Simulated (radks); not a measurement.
Spherical quantum dot in the effective-mass picture: electrons in a well V = -V0 / (1 + exp((r - R)/a)) with V0 = 8.36, R = 4.9, a = 0.25, all in effective atomic units (hartree* = m*/eps^2 hartree, bohr* = eps/m* bohr), one dielectric constant everywhere. Method: non-relativistic Kohn-Sham, exchange-only LDA, spin-polarised, spherical densities; computed with a radial shooting solver with Libxc functionals. Levels are named by radial order and angular momentum (1s, 1p, 1d, 2s, ...), and open shells are averaged over m. Results are scaled to m* = 0.078 and eps = 13.4, for which hartree* = 11.82 meV and bohr* = 9.091 nm.

N = 23, configuration 1s2 1p6 1d10 1f(up 5, down 0). This is the lowest configuration that the search found. Occupied and some empty levels:

level,occupation,eigenvalue (meV),<r> (nm)
1s up,1,-25.867,30.66
1s down,1,-25.243,30.39
1p up,3,-24.648,31.64
1p down,3,-23.992,31.49
1d up,5,-22.493,32.57
1d down,5,-21.811,32.50
1f up,5,-19.525,33.42
1f down,0,-18.825,33.38
2s up,0,-16.469,20.57
2s down,0,-16.255,20.50
1g up,0,-15.821,34.17
1g down,0,-15.111,34.16
2p up,0,-12.549,24.30
2p down,0,-12.236,24.20
2d up,0,-7.8940,26.74
2d down,0,-7.5068,26.65

Energy (meV): total -1301.62, kinetic 161.04, external -2194.7, Hartree 812.12, exchange-correlation -80.051.
